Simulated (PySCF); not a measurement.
**Excitation energy of N by level of theory**

N [He] 2s2 2p3 (4S) → N [He] 2s1 2p4 (4P), as a difference of total energies. All numbers are calculated (PySCF 2.14, no relativity, point nucleus, in aug-cc-pwCVTZ). Correlated levels: valence: 1s2 frozen. The calculations carry no spin-orbit coupling.

```
           method  excitation energy (cm⁻¹)
              UHF                     87807
    MP2 (valence)                     89109
SCS-MP2 (valence)                     89263
   CCSD (valence)                     87799
CCSD(T) (valence)                     87291
```

Errors of the correlated levels include the incompleteness of this basis and the frozen core.

For comparison: 88132 cm⁻¹ (measured; NIST levels, between the centres of gravity of the two terms).
